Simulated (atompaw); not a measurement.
**Tc (Z = 43): one change to a PAW (atompaw) potential, before and after**

- Element: technetium (Tc)
- Generator: atompaw 4.2.0.5
- Type: PAW
- Functional: LDA (PW92)
- Relativity: scalar-relativistic
- Frozen core: [Ar] 3d10
- Valence charge: 15
- Reference configuration: 4s2 4p6 4d5 5s1.5 5p0 (charge +0.5)
- Partial waves: 4s (bound): rc 1.30 bohr; 5s (bound): rc 1.65 bohr; 4p (bound): rc 2.15 bohr; 5p (bound, empty): rc 2.35 bohr; 4d (bound): rc 2.35 bohr; 4d channel at -0.15 Ry: rc 2.35 bohr
- Local potential: bessel scheme, radius 1.95 bohr
- Core correction: smooth core density matched at 1.50 bohr
- Augmentation charge: besselshape compensation charge, radius 2.35 bohr; PAW radius 2.35 bohr; waves and projectors: custom polynom vanderbiltortho

Change: wave 4d (bound): rc 2.35 bohr becomes 4d (bound): rc 1.50 bohr.

Cutoffs: the cutoffs (Ry, on a coarse ladder) from which the occupation-weighted sum of valence levels, in a spherical-Bessel basis at the reference potential, stays within 10 and 1 mRy of its value at 400 Ry; they do not see the model core or the augmentation charge, which bear on the density cutoff.

Task: What does the change do?

Result: The potential gets harder (35 Ry and 50 Ry → 40 Ry and 70 Ry); neither file shows a bound ghost.

```csv
quantity,base,changed
"cutoff, loose",35 Ry,40 Ry
"cutoff, tight",50 Ry,70 Ry
loose cutoff by channel (10 mRy a level),"s 25 Ry, p 15 Ry, d 15 Ry","s 25 Ry, p 15 Ry, d 35 Ry"
bound ghosts,none,none
s: phases at 2.37 bohr within 0.05 rad from the reference energy up to (Ry; the scan ends near 5),to the end of the scan,to the end of the scan
p: phases at 2.37 bohr within 0.05 rad from the reference energy up to (Ry; the scan ends near 5),to the end of the scan,to the end of the scan
d: phases at 2.37 bohr within 0.05 rad from the reference energy up to (Ry; the scan ends near 5),2.7,2.3
lowest overlap eigenvalue by channel,"s 0.52, p 0.78, d 0.94","s 0.52, p 0.78, d 0.18"
```

 The cutoffs see the waves, projectors and local potential, not the compensation charge or the core.
